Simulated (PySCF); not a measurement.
Indirect couplings

Geometry (Å), atoms numbered from 1 in this order:
```xyz
8

C    -1.213   -0.133   -0.167
O     0.027   -0.754   -0.028
Ga    1.593    0.068    0.205
H    -1.179    0.964   -0.010
H    -1.933   -0.549    0.561
H    -1.629   -0.309   -1.175
H     2.798   -0.911    0.318
H     1.543    1.633    0.271
```

Indirect spin–spin couplings were computed at B3LYP/pcJ-1 (pcSseg-1 on Ga) (PySCF) on a PBE0-D3(BJ)/def2-SVP structure, for the isolated molecule, without vibrational or relativistic corrections. Couplings are averaged over pairs made equivalent by symmetry, fast rotation or ring inversion, so a value needn't be that of the named pair in this geometry, while other rotamers aren't included; one pair stands for each set, and the list holds those of at least 0.8 Hz over up to four bonds.

Isotopes: 13C, 1H, 17O. Couplings to quadrupolar nuclei such as 17O and 33S are rarely resolved in practice.

```json
{"pair": "C1, O2", "bonds": "1", "J (Hz)": "?"}
{"pair": "C1, H4", "bonds": "1", "J (Hz)": "144.7"}
{"pair": "O2, H4", "bonds": "2", "J (Hz)": "-6.1"}
{"pair": "O2, H7", "bonds": "2", "J (Hz)": "?"}
{"pair": "H4, H5", "bonds": "2", "J (Hz)": "-11.1"}
{"pair": "H7, H8", "bonds": "2", "J (Hz)": "86.1"}
{"pair": "C1, H7", "bonds": "3", "J (Hz)": "3.8"}
```

Question: Estimate the withheld couplings, with signs.

Answer: 
- 1J(C1,O2) = 20.6 Hz (bond length 1.394 Å)
- 2J(O2,H7) = -12.1 Hz (mean over equivalent pairs that range from -23.1 to -1.1 Hz in this conformer)

Relativistic effects of the heavier atoms present are left out.
